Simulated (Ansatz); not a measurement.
Reaction (silylene loss): `CO[SiH2]S[SiH3]` → `CO[SiH2]S` + `[SiH2]`

Computed with Ansatz on PBE0-D4/def2-TZVP structures; ΔE is electronic, products minus reactants. CCSD(T)/CBS adds triple-zeta CCSD(T) − MP2 to the extrapolated MP2 energy (def2 sets, frozen cores). This one scheme is used for every species. Functionals use def2-TZVPP. Each species was taken in one conformer, which may not be the lowest.

```csv
level,ΔE (kJ/mol)
PBE,297.3
CCSD/def2-TZVPP,289.0
```

(1) What does CCSD(T)/CBS give? (Estimate.)

Largest T1 diagnostic among the species: 0.014.

## Answers

(1) The calculation gave: +305.4 kJ/mol. The listed levels differ from it by -8.1, -16.4 kJ/mol.

The D4 term adds +19.5 kJ/mol with B3LYP and +10.8 kJ/mol with PBE0; it sums over pairs of atoms, weighted by their polarisabilities, and B3LYP, whose exchange is more repulsive, gets the larger term. From PBE to PBE0 (25 % exact exchange), in def2-TZVPP and without D4, ΔE moves by +10.3 kJ/mol. Leaving LDA and LC-ωPBE aside and taking each functional with its dispersion term where it has one, the values, not all of them listed here, spread over 39.1 kJ/mol, from BLYP-D4 to r2SCAN0-D4. LDA lies +34.9 kJ/mol from PBE without D4.

B3LYP here is the variant with VWN-RPA as its local correlation; programs differ in this.
